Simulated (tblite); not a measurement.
Input of a run (GFN2-xTB geometry optimisation, gas phase (tblite 0.8.0)), started from a force field or distance geometry:
```
{"job": {"kind": "relax", "xc": "GFN2-xTB", "basis": "xTB"}, "charge": 0, "multiplicity": 1}
C      2.639500    -0.006000    -0.071400
C      1.139400    -0.017600    -0.039400
P      0.170300    -1.438300    -0.246500
C     -1.561300    -1.234600    -0.173100
C     -2.219900    -0.056400     0.072100
C     -1.580500     1.150300     0.255800
F     -2.286200     2.292900     0.477000
P      0.150600     1.379700     0.251100
H      2.942900     1.045700    -0.336100
H      3.080200    -0.291200     0.903700
H      3.019800    -0.631000    -0.915800
H     -2.184500    -2.124700    -0.299800
H     -3.314600    -0.068300     0.104600
```

Output (eV, eV/Å):
```
step      E/eV     max force
  0    -624.06975    3.236
  1    -624.40825    1.788
  2    -624.64897    1.262
  3    -624.70933    0.884
  4    -624.77423    0.758
  5    -624.81363    0.798
  6    -624.86085    0.573
  7    -624.89666    0.505
  8    -624.92275    0.363
  9    -624.93484    0.267
 10    -624.93874    0.124
 11    -624.93957    0.069
 12    -624.93995    0.066
 13    -624.94027    0.052
 14    -624.94056    0.044
 15    -624.94075    0.036
 16    -624.94090    0.046
 17    -624.94108    0.045
 18    -624.94131    0.044
 19    -624.94153    0.044
 20    -624.94166    0.026
 21    -624.94173    0.019
 22    -624.94178    0.018
 23    -624.94183    0.021
 24    -624.94188    0.019
 25    -624.94191    0.016
 26    -624.94193    0.013
 27    -624.94195    0.011
 28    -624.94197    0.011
 29    -624.94199    0.013
 30    -624.94201    0.015
 31    -624.94202    0.016
 32    -624.94204    0.017
 33    -624.94208    0.019
 34    -624.94212    0.022
 35    -624.94215    0.016
 36    -624.94217    0.007
```

Q: Summarise the run.

A: The energy falls by 20.1 kcal/mol over 36 L-BFGS steps, the largest force on an atom goes from 3.24 to 0.007 eV/Å, and the atoms move by 0.147 Å rms after alignment. The bond that changes most is C1–H9 (benzylic-type carbon to methyl hydrogen), which shortens by 0.037 Å. Bonds longer at the end by more than 0.005 Å: 3 of 13; shorter: 7. Among the angles that change most is P3–C2–P8, from 111.2° to 130.4°. The energy never rose by more than 1e-5 eV on the way. The first step brought 39 % of the lowering.

Q: What are the final bond lengths?

A: C1–C2 1.509 Å, C2–P3 1.744 Å, P3–C4 1.733 Å, C4–C5 1.379 Å, C5–C6 1.378 Å, C6–F7 1.360 Å, C6–P8 1.741 Å, C2–P8 1.740 Å, C1–H9 1.089 Å, C1–H10 1.091 Å, C1–H11 1.089 Å, C4–H12 1.083 Å, C5–H13 1.083 Å. Numbering counts from 1 in the input's order; the species is `Cc1pccc(F)p1`.

Time: 0.19 s wall. Hardware: an Arm Neoverse V2 with one thread, shared host with 192 logical CPUs at a one-minute load of 38.

Its lowest GFN2-xTB frequency is 14i cm⁻¹, too small to tell a flat minimum from a shallow saddle.

All values are computed, not measured.
